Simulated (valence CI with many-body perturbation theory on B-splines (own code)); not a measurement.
# E1 transitions of Tc III

Computed by valence CI with perturbative core correlation (CI+MBPT): five valence electrons over a frozen Dirac-Fock core [Kr], a basis of 7 s, 7 p, 8 d, 6 f, 4 g, 1 h functions for each j, with the one-electron correlation potential Σ1, the two-electron term Σ2, the three-electron term Σ3, Breit, model QED; selected CI, second order for the rest, scaled by the run's own slope (own B-spline code, finite nucleus).

No measured levels were compared; by estimate terms of the open shell hold to 2 to 4 % of their energy, and close levels can change places; different configurations can be misplaced against each other by 1,000 to 8,000 cm⁻¹. Among the levels kept, up to 2700 cm⁻¹ of a level comes from second order outside the variational space, and about a tenth of that is noise between levels of different J, which matters for small intervals.

Lines 301 to 350 of 560 in falling wavelength, among levels below 118411 cm⁻¹, chosen from the strongest by gf and those to the six lowest levels. Wavelengths and rates use the calculated energies, so an error of 2000 cm⁻¹ moves a line at 199.0 nm by 4 % and its rate by three times that or more. Electric multipoles are in the length gauge, E1 and E2 with the static RPA response of the core. Weak lines are less certain than strong ones. Lines between different terms over intervals too small for the method are left out, as are lines whose strength nearly cancels. Where a level lies close to another of its J and parity, the split of strength between their lines is uncertain. The highest levels of a list are the least certain.

Names give the largest LS component (configuration and term), which can be under half, so a name can repeat, a term be missing and a line seem to break the LS rules; names also repeat where a configuration has a term twice. Letters in brackets count levels of one name in rising energy.

```
λ vac (nm)                Upper              Lower   A (s⁻¹)  log gf  Branch %
     199.0       4d4.5p 6D°_3/2      4d4.5s 6D_1/2  1.08e+08   -0.59      18.4
     198.8  4d4.5p 2H°_11/2 [b]     4d4.5s 4H_13/2  3.63e+07   -0.59       5.6
     198.6  4d4.5p 4H°_13/2 [b]     4d4.5s 4H_13/2  7.52e+07   -0.21      14.1
     198.3   4d4.5p 4P°_5/2 [a]      4d4.5s 6D_3/2  6.61e+07   -0.63      10.2
     195.9   4d4.5p 4F°_7/2 [a]      4d4.5s 6D_7/2  5.70e+07   -0.58       7.4
     195.5   4d4.5p 4F°_9/2 [a]      4d4.5s 6D_9/2  1.28e+08   -0.14      16.9
     195.1   4d4.5p 4F°_7/2 [d]      4d4.5s 4G_9/2  6.59e+07   -0.52       8.9
     195.1   4d4.5p 4F°_3/2 [d]      4d4.5s 4G_5/2  8.30e+07   -0.72       9.3
     195.1   4d4.5p 4F°_9/2 [d]     4d4.5s 4G_11/2  6.64e+07   -0.42       9.0
     194.9   4d4.5p 2F°_5/2 [b]      4d4.5s 4H_7/2  5.47e+07   -0.73       6.3
     194.9   4d4.5p 4F°_5/2 [d]      4d4.5s 4G_7/2  7.45e+07   -0.59      10.8
     194.5   4d4.5p 2G°_7/2 [b]      4d4.5s 4H_9/2  3.96e+07   -0.75       4.9
     193.2   4d4.5p 2G°_9/2 [b]     4d4.5s 4H_11/2  7.55e+07   -0.37       7.4
     192.8   4d4.5p 4F°_9/2 [b]  4d4.5s 4D_7/2 [a]  4.00e+07   -0.65       3.1
     192.3   4d4.5p 4G°_7/2 [c]      4d4.5s 4H_9/2  5.71e+07   -0.60       6.6
     190.4  4d4.5p 4G°_11/2 [c]     4d4.5s 4H_13/2  4.11e+07   -0.57       4.3
     190.0   4d4.5p 4G°_5/2 [c]      4d4.5s 4H_7/2  7.94e+07   -0.59       8.5
     163.8  4d4.5p 2H°_11/2 [a]     4d5 2G_9/2 [b]  3.50e+07   -0.77       3.8
     154.6   4d4.5p 2G°_7/2 [d]     4d5 2G_7/2 [b]  1.20e+08   -0.46      12.2
     153.5   4d4.5p 2G°_9/2 [c]     4d5 2G_9/2 [b]  1.78e+08   -0.20      21.5
     148.6   4d4.5p 4D°_3/2 [a]         4d5 4F_5/2  1.58e+08   -0.68      20.3
     146.4   4d4.5p 4D°_5/2 [a]         4d5 4F_7/2  1.31e+08   -0.60      16.2
     146.0   4d4.5p 4P°_3/2 [a]         4d5 4P_5/2  1.07e+08   -0.87      12.5
     145.2   4d4.5p 4D°_7/2 [a]         4d5 4F_9/2  2.02e+08   -0.29      24.4
     143.5       4d4.5p 6P°_3/2         4d5 4P_5/2  2.87e+07   -1.45       2.3
     141.7   4d4.5p 4P°_5/2 [a]         4d5 4D_7/2  1.45e+08   -0.58      22.2
     141.7   4d4.5p 2P°_3/2 [b]     4d5 2D_5/2 [b]  1.48e+08   -0.75      16.5
     141.0       4d4.5p 6F°_9/2        4d5 4G_11/2  4.29e+06   -1.89       1.1
     141.0       4d4.5p 6D°_5/2         4d5 4P_5/2  9.42e+06   -1.77       1.3
     139.0       4d4.5p 6D°_3/2         4d5 4P_5/2  1.18e+08   -0.86      20.0
     138.5   4d4.5p 2G°_9/2 [a]     4d5 2F_7/2 [a]  7.52e+07   -0.66      13.4
     138.0   4d4.5p 4P°_5/2 [a]         4d5 4P_5/2  4.69e+07   -1.10       7.2
     136.8  4d4.5p 2I°_13/2 [a]        4d5 2H_11/2  1.01e+08   -0.40      20.5
     136.5   4d4.5p 4F°_9/2 [a]         4d5 4D_7/2  9.53e+07   -0.57      12.6
     135.7   4d4.5p 4F°_5/2 [a]         4d5 4P_5/2  1.76e+07   -1.53       2.3
     135.3  4d4.5p 2I°_11/2 [a]         4d5 2H_9/2  1.16e+08   -0.42      15.0
     134.9       4d4.5p 6D°_7/2         4d5 4G_9/2  2.98e+07   -1.19       5.9
     134.8   4d4.5p 2G°_7/2 [a]     4d5 2D_5/2 [a]  9.64e+07   -0.68      17.2
     134.6   4d4.5p 4F°_7/2 [a]         4d5 4P_5/2  3.77e+07   -1.09       4.9
     134.4  4d4.5p 4G°_11/2 [a]         4d5 4F_9/2  6.65e+07   -0.66       8.0
     134.0       4d4.5p 6D°_9/2        4d5 4G_11/2  6.34e+07   -0.77      12.8
     133.9   4d4.5p 4P°_5/2 [a]         4d5 4G_7/2  1.96e+07   -1.50       3.0
     132.3   4d4.5p 4F°_3/2 [a]         4d5 4G_5/2  3.55e+08   -0.43      46.1
     132.2   4d4.5p 2F°_7/2 [a]     4d5 2F_5/2 [a]  9.60e+07   -0.70      12.6
     132.2  4d4.5p 2H°_11/2 [b]     4d5 2G_9/2 [a]  8.29e+07   -0.58      12.8
     131.9   4d4.5p 2G°_7/2 [b]     4d5 2G_9/2 [a]  1.14e+08   -0.62      14.2
     131.8   4d4.5p 4F°_5/2 [a]         4d5 4G_7/2  3.06e+08   -0.32      39.6
     131.7   4d4.5p 2P°_3/2 [b]         4d5 2S_1/2  2.46e+08   -0.59      27.5
     131.5   4d4.5p 4F°_5/2 [a]         4d5 4G_5/2  3.05e+07   -1.32       3.9
     131.3  4d4.5p 2H°_11/2 [a]        4d5 2H_11/2  1.31e+08   -0.39      14.2
```
